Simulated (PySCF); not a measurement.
## Identify the compound

Molecular formula: C$_{8}$H$_{10}$Si. Simulated spectra:

$^{1}$H NMR (500 MHz, computed): δ 6.82 (m, 2H), 6.15 (t, 2H), 5.62 (m, 2H), 5.58 (m, 2H), 4.74 (m, 2H).

$^{13}$C{$^{1}$H} NMR (computed): δ 166.9 (C, 2C), 143.2 (CH, 2C), 135.5 (CH, 2C), 128.7 (CH2, 2C).

How the numbers were obtained: geometry: PBE0-D3(BJ)/def2-SVP, shieldings: GIAO PBE0/pcSseg-1, in PySCF (no relativistic terms, in vacuum, single conformer, fast rotation and ring inversion assumed for equivalent nuclei).

Shifts are taken against calculated references (same method and geometry level): $^{1}$H (31.27 ppm), $^{13}$C (184.41 ppm) vs TMS.

Deduce the structure.

## Answers


1. Rings plus π bonds: 5 (1 ring in the answer).
2. 4 carbon signals for 8 carbons: some carbons are equivalent by symmetry or fast rotation.
3. Carbon types of the structure: 2 × C, 4 × CH, 2 × CH2, leaving 2 H on heteroatoms.
4. δC 166.9: fully substituted alkene carbon.
5. δC 143.2, 135.5: alkene CH; the olefinic region.
6. δC 128.7: terminal =CH2 carbon; the olefinic region.
7. δH 6.82, 6.15: hydrogen on an alkene CH; a vinylic proton, deshielded by the sp2 carbon and the C=C anisotropy.
8. δH 5.62, 5.58: hydrogen on a terminal =CH2 carbon; attached to an sp2 carbon and in the plane of the double bond.
9. δH 4.74: hydrogen on a silicon bonded to 2 C, in a 5-membered ring.

These data were computed for `InChI=1S/C8H10Si/c1-3-7-5-9-6-8(7)4-2/h3-6H,1-2,9H2`.

The shifts were computed for this structure.

Shifts are as computed. Against solution values, carbons near 30 ppm lie about +2 ppm off and those near 130 ppm about +5 ppm. Of 1211 compounds with measured shifts, 218 miss one by over three times the rms of a fit or turn the order of signals round; such compounds aren't used in these exercises. Multiplicities follow the n + 1 count of equivalent neighbours, as no J values were calculated; m marks all less simple cases, F and P coupling included.
